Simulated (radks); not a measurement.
Spherical quantum dot in the effective-mass picture: electrons in a well V = -V0 / (1 + exp((r - R)/a)) with V0 = 2.05, R = 13.7, a = 0.96, with a point charge +1 (a donor) at the centre, all in effective atomic units (hartree* = m*/eps^2 hartree, bohr* = eps/m* bohr), one dielectric constant everywhere. Calculated with a radial shooting solver with Libxc functionals: non-relativistic Kohn-Sham, LDA (Slater exchange, Perdew-Wang correlation), spin-polarised, spherical densities. Levels are named by radial order and angular momentum (1s, 1p, 1d, 2s, ...), and open shells are averaged over m. At N = 8 the configuration is 1s2 1p(up 3, down 2) 2s(up 1, down 0). Does electron 9 go into 2s down or 1d up or 1p down?

Answer. Into 1p down. The total energies of the other choices lie higher by 0.0227 hartree* (1d up), 0.0409 hartree* (2s down).
